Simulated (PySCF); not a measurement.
H₄Ge, SMILES [GeH4]. Heavy atoms are numbered as in [GeH4:1]. Hydrogens are named by the atom that carries them.

The structure is a stationary point at B3LYP-D3(BJ)/def2-TZVP.

These are PySCF with B3LYP/pcSseg-1 values and carry that method's errors.

GIAO shieldings, no solvent; atoms alike by connectivity are averaged. δ = σ(ref) − σ: ¹H against TMS (σ = 31.68 ppm), references at their B3LYP-D3(BJ)/def2-TZVP geometries, non-relativistic.

| nucleus | atoms | count | δ (ppm) |
|---|---|---|---|
| ¹H | H on Ge1 | 4 | 3.85 |
